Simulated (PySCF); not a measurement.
1-fluoro-1-methylcyclopropane (C₄H₇F), SMILES CC1(F)CC1.

Coordinates come from a PBE-D3(BJ)/def2-SVP optimisation.

Two levels are set side by side: PBE/def2-TZVP (PySCF) and HF/def2-TZVP (PySCF). Same geometry, gas phase. Differences are taken from unrounded values.

| quantity | HF | PBE | PBE minus HF |
|---|---|---|---|
| orbital gap (eV) | 14.98 | 6.87 | -8.11 |
| highest occupied level (eV) | -11.15 | -6.42 | 4.72 |
| lowest empty level (eV) | 3.83 | 0.45 | -3.38 |
| dipole moment (D) | 1.96 | 1.64 | -0.32 |
| mean polarisability (bohr³) | 45.6 | 49.6 | 4.0 |

Without exact exchange PBE keeps part of each electron's self-repulsion, which lifts occupied levels and narrows the gap. Loosely held outer electrons make PBE densities more polarisable. Differences between two approximate levels are no errors against the true value.

Rough cost on one machine, each run with all the roots and properties that it gave: HF against PBE about 1/3.
